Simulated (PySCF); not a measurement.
Geometry:
| atom | x (Å) | y (Å) | z (Å) |
| --- | --- | --- | --- |
| Si1 | 1.051 | 0.197 | -1.769 |
| C2 | 1.999 | 0.373 | -3.355 |
| S3 | 0.430 | 2.172 | -1.203 |
| Si4 | -0.648 | 1.862 | 0.629 |
| C5 | -1.231 | 3.534 | 1.188 |
| S6 | 0.610 | 1.090 | 2.187 |
| Si7 | 1.221 | -0.831 | 1.446 |
| C8 | 2.319 | -1.575 | 2.745 |
| S9 | 2.402 | -0.666 | -0.340 |
| S10 | -0.442 | -2.169 | 1.208 |
| Si11 | -1.641 | -1.228 | -0.306 |
| C12 | -3.108 | -2.333 | -0.583 |
| S13 | -0.620 | -1.085 | -2.190 |
| S14 | -2.409 | 0.671 | 0.336 |
| H15 | 1.360 | 0.834 | -4.123 |
| H16 | 2.882 | 1.009 | -3.195 |
| H17 | 2.328 | -0.616 | -3.709 |
| H18 | -1.806 | 3.436 | 2.121 |
| H19 | -1.875 | 3.980 | 0.415 |
| H20 | -0.369 | 4.195 | 1.363 |
| H21 | 2.683 | -2.558 | 2.409 |
| H22 | 3.182 | -0.918 | 2.932 |
| H23 | 1.756 | -1.704 | 3.681 |
| H24 | -3.766 | -1.895 | -1.349 |
| H25 | -3.676 | -2.445 | 0.353 |
| H26 | -2.773 | -3.325 | -0.921 |

Geometry: PBE0-D3(BJ)/def2-SVP; GIAO shifts from PySCF, gas phase, non-relativistic, averaged over equivalent atoms.

At PBE0/pcSseg-1 (368 basis functions):
| atoms | δ (ppm) |
| --- | --- |
| Si1/Si4/Si7/Si11 | 31.0 |
| C2/C5/C8/C12 | 11.4 |
| S3/S6/S9/S10/S13/S14 | -107.5 |
| H15/H16/H17/H18/H19/H20/H21/H22/H23/H24/H25/H26 | 0.78 |

Referencing at the same level of theory: ²⁹Si (351.99 ppm), ¹³C (184.41 ppm), ¹H (31.27 ppm) vs TMS; ³³S (495.66 ppm) against CS2.

Q: Predict the values at wB97X-D/pcSseg-1 on the same geometry.

A: 
```tsv
atoms	δ at wB97X-D/pcSseg-1	change
Si1/Si4/Si7/Si11	35.5	+4.5
C2/C5/C8/C12	10.7	-0.7
S3/S6/S9/S10/S13/S14	-116.2	-8.7
H15/H16/H17/H18/H19/H20/H21/H22/H23/H24/H25/H26	0.76	-0.02
```

δ = σ(ref) − σ, references computed at the same level: ²⁹Si (352.93 ppm), ¹³C (184.54 ppm), ¹H (31.38 ppm) vs TMS; CS2 for ³³S (493.71 ppm).

The largest change is at S3/S6/S9/S10/S13/S14 (sulfur bonded to 2 Si). Cost: 368 basis functions.
